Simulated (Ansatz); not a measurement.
CBClFN (`N#CB(F)Cl`). The species carries charge 0 and has multiplicity 1. The geometry is a stationary point of PBE0-D4/def2-TZVP.

```xyz
5

N     0.615    1.593   -1.297
C     0.240    0.757   -0.602
B    -0.239   -0.371    0.328
F    -1.494   -0.409    0.692
Cl    0.878   -1.570    0.879
```

(1) What is the dipole moment at r2SCAN/def2-TZVPP? (An estimate is asked.)

(2) And with PBE, B3LYP, ωB97M-V? (Estimate.)

(3) Give the Mulliken charges with r2SCAN, B3LYP, ωB97M-V in def2-TZVPP. (Best estimate.)

## Answers

(1) Ansatz gave: 2.21 D, with components (-0.33, -1.74, 1.33) D in this frame, pointing from negative to positive charge.

(2) The calculation gave: PBE 2.22 D, B3LYP 2.21 D, ωB97M-V 2.22 D.

(3) The calculation gave: 
```tsv
atom	r2SCAN	B3LYP	ωB97M-V
N1	-0.03	0.04	0.02
C2	-0.15	-0.17	-0.14
B3	0.44	0.38	0.35
F4	-0.20	-0.18	-0.18
Cl5	-0.06	-0.07	-0.04
```

B3LYP here is the variant with VWN-RPA as its local correlation; programs differ in this.
